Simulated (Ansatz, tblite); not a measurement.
Cost and result up the ladder for the cluster Ge2O4⁻ (6 atoms). Charge -1, multiplicity 2. Geometry: PBE-D4/def2-SVPD.

```tsv
atom	x (Å)	y (Å)	z (Å)
Ge1	-0.2834	0.3660	1.1406
Ge2	0.7741	-0.2957	-1.2669
O3	0.4694	-1.1209	0.4978
O4	-0.1020	1.2452	-0.4038
O5	-0.0012	-0.9974	-2.6167
O6	-0.8568	0.8028	2.6490
```

Ansatz on 4 threads of Arm Neoverse V1 on a shared host; xTB runs through tblite on one thread. Times are rough, summed over both states, and most runs start from the orbitals of an earlier one. PBE0-D4/def2-TZVPD serves as the yardstick here, not as an exact answer. The other state is a quartet at its own geometry.

The xTB rows come from tblite. HSE06 is defined as in plane-wave codes, on full-range PBE exchange. Correlated methods freeze 22 core orbitals; core or outer-core shells of Ge are correlated, in sets that lack core-valence functions. The structure comes from a short search, and lower isomers may exist.

Run but left out: HF/STO-3G (doublet: ⟨S²⟩ 1.30, where a pure state has 0.75).

Correlated methods converge slowly with the basis.

xTB has no spin-polarisation term.

```csv
level,functions,wall time,quartet − doublet (eV),difference from PBE0-D4/def2-TZVPD (eV)
GFN1-xTB,34,0.011 s,3.85,1.29
GFN2-xTB,34,0.012 s,3.14,0.58
PBE-D4/def2-TZVPD,268,18 s,2.21,-0.35
MP2/def2-TZVPD,268,52 s,4.11,1.55
r2SCAN-D4/def2-TZVPD (with forces),268,64 s,2.23,-0.33
HF/def2-TZVPD,268,73 s,1.27,-1.29
HSE06-D4/def2-TZVPD,268,93 s,2.53,-0.03
PBE0-D4/def2-TZVPD,268,94 s,2.56,0.00
```
